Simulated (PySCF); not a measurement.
pentalene (C8H6), SMILES C1=CC2=CC=CC2=C1. The structure is a stationary point at ωB97X-D3(BJ)/def2-SVP.

Calculation: PySCF with ωB97X-D3(BJ)/def2-SVP.

Harmonic wavenumbers (cm⁻¹): 161, 300, 453, 526, 553, 669, 678, 726, 750, 801, 856, 868, 918, 937, 960, 974, 976, 978, 1064, 1100, 1122, 1196, 1266, 1351, 1351, 1408, 1611, 1637, 1734, 1737, 3238, 3239, 3248, 3249, 3271, 3271. Rotational constants (GHz): 5.181, 2.154, 1.521; symmetry number 2.

Task: Work out the zero-point energy and the ideal-gas rigid-rotor harmonic-oscillator thermochemistry at 298.15 K and 1 atm.

Result: ZPE = ½ Σ hcν = ½ × 49178 cm⁻¹ = 70.30 kcal/mol. H − E(el) = 74.40 kcal/mol. Entropy in cal/(mol K): translation 39.78, rotation 25.96, vibration 8.64, total 74.38. G − E(el) = 52.22 kcal/mol. Cp = 24.53 cal/(mol K).
